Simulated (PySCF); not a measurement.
Delta-SCF ions had no search for a lower state. 

Cartesian coordinates (Å):
```xyz
8

N     -1.1839    -0.1994     0.1901
C     -0.1238     0.1980    -0.5396
O     -0.1470     0.6384    -1.6719
C      1.2143     0.0527     0.1937
O      1.3114    -0.3748     1.3125
H     -1.0383    -0.5489     1.1231
H     -2.1106    -0.1461    -0.1963
H      2.0780     0.3801    -0.4116
```
Charge 0, spin multiplicity 1.

### Question
Give the vertical ionisation energy (Delta-SCF), dipole moment and HOMO at the level PySCF with M06-2X/def2-TZVP // B3LYP-D3(BJ)/def2-TZVP.

### Answer

| Item | Result |
|---|---|
| vertical ionisation energy (Delta-SCF) | 10.35 eV |
| dipole moment | 2.09 D |
| HOMO | -9.26 eV |
